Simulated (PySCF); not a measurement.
SMILES [SH3+] (charge +1) (PBE0/def2-SVP optimised geometry):

```
4

S     -0.625    -0.680     0.000
H      0.739    -0.680     0.000
H     -0.739    -0.804    -1.354
H     -0.739     0.680     0.000
```

Method: PBE0/def2-TZVP (PySCF).

### Question
What are the frontier orbital energies?

### Answer
HOMO-2 -20.85 eV, HOMO-1 -20.85 eV, HOMO -18.13 eV, LUMO -7.10 eV, LUMO+1 -7.10 eV.

Meta-Löwdin charges at PBE0/def2-TZVP: S1 0.41, H2 0.20, H3 0.20, H4 0.20.
